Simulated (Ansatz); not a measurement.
Reaction (silylene formation by 1,1-elimination): `[SiH3][CH]1[NH][GeH2]1` → `[CH2]1[NH][GeH2]1` + `[SiH2]`

Gas-phase electronic energies from Ansatz, PBE0-D4/def2-TZVP geometries. CCSD(T)/CBS is the MP2 limit (def2-TZVPP, def2-QZVPP) plus CCSD(T) − MP2 in def2-TZVPP, frozen cores. This one scheme is used for every species. DFT in def2-TZVPP. For Ge outer-core shells are correlated without core-valence functions, which leaves a few kJ/mol of doubt a bond. Scalar relativity is left out up to krypton.

| level | ΔE (eV) |
| --- | --- |
| PBE-QIDH | 2.65 |
| RPA@PBE/def2-TZVPP | 2.24 |

Problem. What does CCSD(T)/CBS give? (Estimate.)

Solution. The calculation gave: +2.51 eV. The listed levels differ from it by 0.14, -0.27 eV.

Problem. What do rigid-rotor, harmonic-oscillator terms from PBE0-D4/def2-TZVP frequencies (298.15 K, 1 bar) make of the CCSD(T)/CBS value? (Best estimate.)

Solution. The calculation gave: ΔZPE = -0.09 eV, ΔH = +2.47 eV, ΔS = 154 J/(mol·K), ΔG = +1.99 eV.

Largest T1 diagnostic among the species: 0.014.

In def2-TZVPP, CCSD(T) changes the Hartree–Fock value by +0.17 eV (the triples alone add +0.06 eV) and MP2 by +0.40 eV. Leaving LDA and LC-ωPBE aside and taking each functional with its dispersion term where it has one, the values, not all of them listed here, spread over 0.35 eV, from BLYP-D4 to r2SCAN0-D4. LDA lies +0.37 eV from PBE without D4.
